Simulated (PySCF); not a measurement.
Correlation energy of Pt (platinum, neutral)

[Xe] 4f14 5d9 6p1, one real determinant (an excited configuration). Calculation: PySCF 2.14, in aug-cc-pVTZ-PP with one added diffuse shell each of s, p, d, f, g type with ECP60MDF (7s7p6d4f3g, 113 functions); scalar relativity through the core potential. Frozen: 5s2 5p6; 10 electrons correlated.

MP2 pair energies summed by pair of shells (mhartree):

```json
{"pair": "5d-5d", "energy": "-275.16", "share (%)": "92.6"}
{"pair": "5d-6p", "energy": "-22.14", "share (%)": "7.4"}
```

Total MP2 correlation energy: -297.31 mhartree.

Same-spin part -103.45 and opposite-spin part -193.86 mhartree; SCS-MP2 scales them by 1/3 and 6/5 to -267.11 mhartree.

The reference is one real determinant that mixes LS terms of this configuration.
